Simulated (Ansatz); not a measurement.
Species: Si2H2, charge 0, singlet. A triplet may lie lower; no result for it is given here. Si2H2 (SMILES [SiH2]=[Si]).
B3LYP-D3(BJ)/def2-TZVP minimum from Ansatz (a quantum-chemistry and plane-wave program):
```
Si
H 1 1.4834
H 1 1.4834 2 112.18
Si 1 2.1998 2 123.91 3 180.00
```

Total energies in cc-pV(T+d)Z, 10 correlated electrons, 10 frozen orbitals. Radicals and triplets start from unrestricted determinants; spin-orbit coupling is neglected. Cores are frozen in correlated methods. No relativity. The restricted determinant of H2Si2 ([Si]=[SiH2], singlet) is unstable towards broken spin symmetry in at least one set run.

| method | program | energy (Eh) | minus CCSDT(Q) (mEh) |
|---|---|---|---|
| HF | Ansatz | -578.94412 | 263.71 |
| MP2 | Ansatz | -579.15370 | 54.13 |
| CCSD | Ansatz | -579.19219 | 15.64 |
| CCSD(T) | Ansatz | -579.20514 | 2.70 |
| CCSDT(Q) | Ansatz | -579.20784 | 0.00 |

Rough core times of Ansatz's runs on a shared machine: CCSD(T) under 20 s, CCSDT(Q) 4 min.
